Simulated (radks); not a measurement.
All-electron atom: Rb I in [Kr] 5s1.

Calculated with a radial shooting solver on a logarithmic mesh with Libxc functionals: scalar-relativistic Kohn-Sham, BLYP, spin-unpolarised, spherical densities, finite nucleus; Fermi nuclear charge, rms radius 4.2036 fm.

Energy parts (hartree):
total: -2981.63502
kinetic: 3053.77005
electron-nucleus: -7185.24667
Hartree: 1250.96960
exchange-correlation: -101.12799

Orbitals (lengths in bohr, moments of r in powers of bohr; r(max) is where P^2 peaks; r(90%) holds 90 % of the orbital's charge):
\begin{tabular}{lrrrrrr}
orbital & occ. & eigenvalue (hartree) & r(max) & <r> & <1/r> & r(90%) \\ \hline
1s & 2 & -552.5875 & 0.02629 & 0.04029 & 37.88 & 0.0721 \\
2s & 2 & -73.80826 & 0.1496 & 0.1779 & 8.432 & 0.275 \\
2p & 6 & -65.44090 & 0.1196 & 0.1551 & 8.241 & 0.253 \\
3s & 2 & -10.93448 & 0.4509 & 0.5108 & 2.807 & 0.759 \\
3p & 6 & -8.25197 & 0.4463 & 0.5189 & 2.654 & 0.790 \\
3d & 10 & -3.81290 & 0.3928 & 0.5255 & 2.390 & 0.857 \\
4s & 2 & -1.16349 & 1.257 & 1.454 & 0.9225 & 2.15 \\
4p & 6 & -0.57717 & 1.425 & 1.731 & 0.7682 & 2.63 \\
5s & 1 & -0.07961 & 4.221 & 5.165 & 0.2458 & 7.83 \\
\end{tabular}

The highest occupied level is 5s at -2.166 eV. Summed over all electrons, <r^2> = 62.71 bohr^2, which gives a Langevin (diamagnetic) susceptibility term of -49.7 x 10^-6 cm^3/mol.
